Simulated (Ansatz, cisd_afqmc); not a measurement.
Species: Se, charge 0, triplet.

Total energies in def2-SVP, 6 correlated electrons, 14 frozen orbitals. Open shells are spin-unrestricted; no spin-orbit coupling. Correlated methods leave the cores frozen (noble-gas shells, and filled d and f shells in the p block). No relativity. The Monte Carlo rows (phaseless AFQMC, CISD trial, step 0.005/hartree) carry one-sigma bars that omit the constraint's bias. Outlying blocks are dropped, and bars are widened where a walk drifts. Over all cases where full CI ran beside it in this data, AFQMC minus full CI had a median of +0.1 mEh and passed +0.4 mEh in a tenth of the cases.

| method | program | energy (Eh) | minus CCSDTQ (mEh) |
|---|---|---|---|
| HF | Ansatz | -2399.52973 | 91.99 |
| MP2 | Ansatz | -2399.60409 | 17.63 |
| CCSD | Ansatz | -2399.62018 | 1.54 |
| CCSD(T) | Ansatz | -2399.62138 | 0.34 |
| CCSDT(Q) | Ansatz | -2399.62171 | 0.02 |
| CCSDTQ | Ansatz | -2399.62172 | 0.00 |
| AFQMC/CISD | cisd_afqmc | -2399.6216 ± 0.0001 | 0.1 ± 0.1 |

Ansatz is a program for electronic structure.
